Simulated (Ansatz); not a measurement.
Correlation energies of `CC(F)([SiH3])Cl` by basis set

Cartesian coordinates in Å:
```
C -1.3555 0.0816 0.4766
C -0.2666 -0.2886 -0.4931
F -0.5824 0.2329 -1.7290
Si 1.5014 0.2720 -0.0228
Cl -0.2043 -2.0781 -0.6704
H -2.3154 -0.2997 0.1226
H -1.1491 -0.3379 1.4616
H -1.4125 1.1698 0.5578
H 1.5029 1.7538 0.0940
H 1.8452 -0.3370 1.2850
H 2.4361 -0.1688 -1.0824
```

Total charge 0; spin multiplicity 1. The geometry is a stationary point of PBE0-D4/def2-TZVP. Frozen core, restricted reference, Ansatz. CBS rows extrapolate triple and quadruple zeta; past MP2 they add the triple-zeta difference.

| basis | HF (Eh) | MP2 corr. | CCSD corr. | (T) | CCSD(T) total |
| --- | --- | --- | --- | --- | --- |
| def2-SVP | ? | ? | -0.76080 | -0.01943 | ? |
| def2-TZVPP | -927.18567 | -0.91129 | -0.96482 | ? | ? |
| def2-QZVPP | -927.21539 | ? | – | – | – |
| CBS(def2) | -927.21948 | -1.04304 | -1.09658 | as TZ | -928.35296 |

(1) Fill in the withheld values. (Best estimate.)

Answers

(1) Computed: def2-SVP HF (Eh): -926.71016; def2-SVP MP2 corr.: -0.70335; def2-SVP CCSD(T) total: -927.49039; def2-TZVPP (T): -0.03690; def2-TZVPP CCSD(T) total: -928.18739; def2-QZVPP MP2 corr.: -0.98698.
